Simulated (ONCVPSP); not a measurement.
# What the settings do to the ONCV potential of rhenium

Base potential:

```
Element                 : rhenium (Re)
Generator               : ONCVPSP 4.0.1
Type                    : optimised norm-conserving Vanderbilt (ONCV)
Functional              : PBE
Relativity              : fully relativistic
Frozen core             : [Kr] 4d10 4f14
Valence charge          : 15
Reference configuration : 5s2 5p6 5d5 6s1 6p1
Partial waves           : 5s+6s: rc 1.45 bohr, ncon 5, nbas 8, qcut 6.6 1/bohr, 2 projectors; 5p+6p: rc 2.35 bohr, ncon 3, nbas 6, qcut 6.2 1/bohr, 2 projectors; 5d: rc 2.35 bohr, ncon 5, nbas 10, qcut 5.4 1/bohr, 1 projector
Local potential         : polynomial inside 1.05 bohr (lpopt 5, dvloc0 0 Ha)
Core correction         : Teter function, fcfact 3.75, rcfact 1.15
```

Open shells are filled in proportion to 2j + 1.

Cutoffs, loose and tight: the cutoffs (Ha) at which the residual kinetic energy of the hardest occupied pseudo-wave falls to 1 and 0.1 mHa per electron. They do not see the model core or the augmentation charge, which bear on the density cutoff. Test errors are all-electron minus pseudo excitation energies from the reference, over the configurations 5s2 5p6 5d5 6s2 6p0; 5s2 5p6 5d5 6s1 6p0; 5s2 5p6 5d5 6s0 6p0; 5s2 5p6 5d5 6s1.5 6p0. A dash means not determined; rows that change the core or the reference have their own tests.

A true bound ghost makes a file unfit for plane-wave use even where its test errors are small: the radial tests pick states by their node count and pass the ghost by.

| change | outcome | cutoff, loose | cutoff, tight | bound ghosts | GHOST(+) flags above zero | largest test error (meV) |
| --- | --- | --- | --- | --- | --- | --- |
| base | generated | 61 Ha | 79 Ha | none | s | +4.4 |
| p: qcut 8 | generated | 61 Ha | 79 Ha | none | s | +4.7 |
| local potential polynomial inside 1.05 bohr (lpopt 5, dvloc0 5.5 Ha) | generated | 61 Ha | 79 Ha | none | s | +4.4 |
| all radii but the core radius scaled by about 1.17 (s 1.70, p 2.74, d 2.74 bohr); local potential polynomial inside 1.22 bohr (lpopt 5, dvloc0 0 Ha) | generated | 20 Ha | 50 Ha | p3/2 | s | -2.4 |
| core correction Teter function, fcfact 3.75, rcfact 0.94 | generated | 61 Ha | 79 Ha | none | s | +4.5 |
| functional PBEsol | generated | 61 Ha | 79 Ha | none | s | +2.0 |
| core correction Teter function fitted to the true core (icmod 2), fcfact 0.55 | generated | 61 Ha | 79 Ha | none | s | +3.8 |

(1) What comes out with this change to the base: scalar-relativistic?

(2) What comes out with this change to the base: reference 5s2 5p6 5d5 6s1; wave 5p+6p: rc 2.35 bohr, ncon 3, nbas 6, qcut 6.2 1/bohr, 2 projectors becomes 5p: rc 2.35 bohr, ncon 3, nbas 6, qcut 6.2 1/bohr, 2 projectors, debl 0.6 Ha?

Answers

(1) outcome: generated; cutoff, loose: 61 Ha; cutoff, tight: 79 Ha; bound ghosts: none; GHOST(+) flags above zero: s; largest test error (meV): -3.1.

(2) outcome: generated, projector energies reset by the program; cutoff, loose: 61 Ha; cutoff, tight: 79 Ha; bound ghosts: none; GHOST(+) flags above zero: s; largest test error (meV): +9.6.
